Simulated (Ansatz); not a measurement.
Ansatz (a first-principles code) input:

Ansatz 0.2 input:
```yaml
crystal:
  periodic: [false, false, false]
  atoms:
    - {symbol: Si, position_ang: [-0.00927738, 0.00082673, 0.05096203]}
    - {symbol: F, position_ang: [0.04151631, 0.06713948, 1.63881000]}
    - {symbol: Br, position_ang: [1.91372676, -0.79866719, -0.61563968]}
    - {symbol: Br, position_ang: [-1.66853144, -1.32110821, -0.47907915]}
    - {symbol: Br, position_ang: [-0.33429961, 2.04218454, -0.66229124]}
basis:
  gaussian:
    orbitals: def2-TZVP
hamiltonian:
  xc: b3lyp
  dispersion: d3bj
relax: {f_tol: 0.002, max_steps: 150}
```

Which total energy does the run end on?

-8112.18574 Eh (B3LYP-D3(BJ)/def2-TZVP). The basis has 212 functions. The run takes very roughly 110 core-seconds.
